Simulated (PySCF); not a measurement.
C₄H₅FSi, SMILES F/C(=C\[SiH3])C#C. Atoms are numbered in the order given.

```xyz
11

C     -0.4699     3.1650     0.0000
C     -0.1943     1.9845     0.0000
C      0.1268     0.5958     0.0000
F      1.4440     0.3512     0.0000
C     -0.7406    -0.4249     0.0000
Si    -0.1897    -2.2155     0.0000
H     -0.7156     4.2116     0.0000
H     -1.8006    -0.1586     0.0000
H      0.6261    -2.5211    -1.2130
H      0.6261    -2.5211     1.2130
H     -1.4079    -3.0777     0.0000
```
Charge 0, spin multiplicity 1.

Geometry: PBE0-D3(BJ)/def2-SVP. The structure was generated by enumeration; whether it is a known compound was not checked.

Computed with PBE0/pcSseg-1 (PySCF).

GIAO shieldings, no solvent; atoms alike by connectivity are averaged. δ = σ(ref) − σ: ¹³C against TMS (σ = 186.3 ppm); ¹⁹F against CFCl3 (σ = 167.2 ppm); ²⁹Si against TMS (σ = 352.7 ppm); ¹H against TMS (σ = 31.56 ppm), references at their B3LYP-D3(BJ)/def2-TZVP geometries, non-relativistic.

```csv
nucleus,atoms,count,δ (ppm)
¹³C,C3,1,162.2
¹³C,C5,1,113.1
¹³C,C1,1,90.6
¹³C,C2,1,80.7
¹⁹F,F4,1,-82.8
²⁹Si,Si6,1,-83.1
¹H,H8,1,5.78
¹H,"H9, H10, H11",3,4.50
¹H,H7,1,3.48
```
